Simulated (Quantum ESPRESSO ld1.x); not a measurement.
Task: These are the eigenvalues of the occupied orbitals of an atom or ion with whole-number occupations (Ry). All-electron calculation, scalar-relativistic Kohn-Sham, LDA (Slater exchange, Perdew-Wang correlation), spin-polarised, spherical densities, point nucleus. Program: ld1.x of Quantum ESPRESSO 7.5.

| orbital | eigenvalue |
|---|---|
| 1s up | -4049.12 |
| 1s down | -4046.82 |
| 2s up | -939.683 |
| 2s down | -936.442 |
| 2p up | -879.669 |
| 2p down | -875.820 |

Which element is it, and in what charge state? The configuration may be excited. Open shells, if any, are filled with parallel spins first.

Result: Z = 64, gadolinium, charge +56: Gd56+ in [He] 2s2 2p4. The list shows which subshells hold electrons but not how many an open one holds; the 1s level, -2024.6 hartree, gives Z - s = 63.6 by -(Z - s)^2/2, which with screening and relativity narrows Z to a few neighbours, and the depths of the outer levels then fix element, charge and occupations together.
